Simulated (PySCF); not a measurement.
## Computed properties of AlClFH2N, SMILES [NH2][Al]([F])[Cl]

AlClFH2N, SMILES [F][Al]([Cl])[NH2]. The structure is a stationary point at B3LYP-D3(BJ)/def2-SVP. One conformer was computed; it need not be the lowest. All values are computed for the isolated molecule unless a solvent is named; none is compared with measurement here.

**Structure.** The optimised structure has Cs symmetry. All 12 harmonic modes at B3LYP-D3(BJ)/def2-SVP (PySCF) are real, so it is a minimum. With heavy atoms numbered as in [Al:1]([F:2])([Cl:3])[NH2:4], the shortest bond between them is Al1–F2 at 1.660 Å and the longest Al1–Cl3 at 2.092 Å.

**Vibrations.** The strongest infrared lines (harmonic, unscaled, degenerate partners summed) lie at 406 cm⁻¹ (174 km/mol, H 82 %, N 18 %), 826 cm⁻¹ (171 km/mol, Al 41 %, N 28 %, F 21 %, H 8 %), 941 cm⁻¹ (129 km/mol, Al 50 %, F 27 %, N 18 %). The softest mode is at 173 cm⁻¹ and the zero-point energy is 18.7 kcal/mol.

**Electronic structure.** PBE0/def2-TZVPD (PySCF) places the frontier levels at -8.10 and -1.06 eV, a gap of 7.04 eV, and gives a dipole moment of 2.49 D and a mean polarisability of 45.6 bohr³.

**Excitations.** TDDFT-ωB97X/def2-SVPD (PySCF) has S1 at 6.33 eV (196 nm, f = 0.056, bright); the most intense of the 10 singlets computed lies at 9.36 eV (f = 0.28). T1 (TDA) is at 6.05 eV. No vertical singlet excitation falls in the visible range (under 3.1 eV).

**NMR.** GIAO shifts at KT2/pcSseg-2 (PySCF) (non-relativistic, atoms alike by connectivity averaged): ¹H at 1.1 ppm against TMS; ¹⁹F at -219.2 ppm against CFCl3. Without spin–orbit terms, shifts of atoms bonded to Cl or Br come out too high.
